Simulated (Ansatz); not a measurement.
A run for Ansatz (a first-principles code): R-BLYP/def2-TZVPPD on C2H4Si (SMILES C#C[SiH3]) with ghost functions. Files ending in .json are basis or fitting sets from the Basis Set Exchange.

Ansatz 0.2 input:
```yaml
crystal:
  periodic: [false, false, false]
  atoms:
    - {symbol: C, position_ang: [-1.51545864, 1.37846351, 0.75122853]}
    - {symbol: C, position_ang: [-0.56332081, 0.70776336, 0.43583967]}
    - {symbol: Si, position_ang: [0.87950428, -0.31372284, -0.05537086]}
    - {symbol: H, position_ang: [-2.35654803, 1.97344578, 1.01763644]}
    - {symbol: H, position_ang: [0.53573615, -1.74234411, 0.06396102]}
    - {symbol: H, position_ang: [1.20314508, 0.01137719, -1.46203965]}
    - {symbol: H, position_ang: [2.02923032, 0.02806532, 0.80506116]}
basis:
  gaussian:
    orbitals: def2-TZVPPD.json
    ghost_atoms:
      - {symbol: O, position_ang: [-0.05164859, -0.78769725, 3.15028251]}
      - {symbol: H, position_ang: [0.53352863, -0.14097364, 3.55819322]}
      - {symbol: H, position_ang: [-0.66421569, -0.26450620, 2.61763781]}
hamiltonian:
  xc: {name: BLYP}
scf: {lower_state_search: off}
```

The log:

```
WARN ansatz: RAYON_NUM_THREADS=1 ignored (pool sized by the plan → 1); use --threads N
Functional definition: BLYP
these checks for a lower state are left out or cut short: stability, starts, cluster_reference, orbital_swaps, neighbouring_geometries, increment
integrals: 0.18 GiB planned
1175 factors; their error is unknown
mean field: 1.31 GiB planned
mean field evaluation 1: about -10007.3474 eV, gradient 5.5e1 eV
mean field evaluation 2: about -9993.0625 eV, gradient 8.7e1 eV
mean field evaluation 4: about -10014.9477 eV, gradient 4.0e0 eV
mean field evaluation 8: about -10014.9660 eV, gradient 4.2e-1 eV
mean field evaluation 16: about -10014.9662 eV, gradient 4.5e-5 eV
mean field -10014.96617732 eV, -368.0432186285 hartree, gradient 4.2e-6 eV, S^2 0.000000; 0 other end points of the search recorded, 0 dependent functions left out
reference -10014.96653563 eV, -368.0432317961 hartree; 15, 15 occupied and 249, 249 virtual orbitals, 1175 factors
Total energy: -10014.96653563 eV, -368.0432317961 hartree
Checks for a lower state left out: stability, starts, cluster_reference, orbital_swaps, neighbouring_geometries, increment
```

Self-consistency was reached.

Cost: around 2.8 core-seconds (rough).
